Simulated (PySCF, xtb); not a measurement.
C₄H₈Au₂S₂, SMILES C(CC[S][Au])C[S][Au], multiplicity 1.

GFN2-xTB (xtb) at its own geometry gives an orbital gap of 2.60 eV and a dipole moment of 0.10 D.

Coordinates come from a PBE-D3(BJ)/def2-SVP optimisation. The spin state was assumed, not searched. The def2 effective core potentials stand for the cores of Au; spin–orbit coupling is left out. One conformer was computed; it need not be the lowest.

Problem. What does PBE/def2-SVP (PySCF) give? (An estimate is asked for; the answer gives what the named calculation found.)

Solution. gap 1.35 eV (levels -5.18 and -3.83 eV), dipole 0.00 D.
